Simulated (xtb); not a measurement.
FGeH6NSi, SMILES [NH]([SiH2]F)[GeH3]. All values are semi-empirical tight-binding results from xtb (GFN2-xTB unless named), good for trends rather than for accurate numbers. Coordinates come from a GFN2-xTB optimisation. The structure was generated by enumeration, and PubChem lists no compound with its InChIKey, so it may never have been made. Other conformers were not sampled.

Optimised geometry:

Bond lengths (Å): Si1–F2 1.609, Si1–N3 1.722, Si1–H5 1.459, Si1–H6 1.454, N3–Ge4 1.812, N3–H7 1.009, Ge4–H8 1.494, Ge4–H9 1.503, Ge4–H10 1.493. Angles (°): F2–Si1–N3 103.8, F2–Si1–H5 104.9, F2–Si1–H6 107.5, N3–Si1–H5 114.9, N3–Si1–H6 109.8, H5–Si1–H6 115.0, Si1–N3–Ge4 126.4, Si1–N3–H7 114.6, Ge4–N3–H7 115.9, N3–Ge4–H8 107.0, N3–Ge4–H9 111.6, N3–Ge4–H10 107.2, H8–Ge4–H9 110.2, H8–Ge4–H10 111.9, H9–Ge4–H10 109.0.

For metal compounds this method's bond lengths and energies can be far off.

The orbital gap is 5.65 eV and the zero-point energy is 35.0 kcal/mol. The G − E(el) at 298.15 K (modified RRHO) is 14.7 kcal/mol.

### Question
Give the atomic charges and the Wiberg bond orders between heavy atoms. (Estimate from the structure and the level; the computed values follow.)

### Answer
charges (e) Si1 0.57, F2 -0.29, N3 -0.39, Ge4 0.15, H5 -0.07, H6 -0.07, H7 0.17, H8 -0.01, H9 -0.03, H10 -0.02. Bond orders Si1–F2 1.07, Si1–N3 1.07, N3–Ge4 1.07.
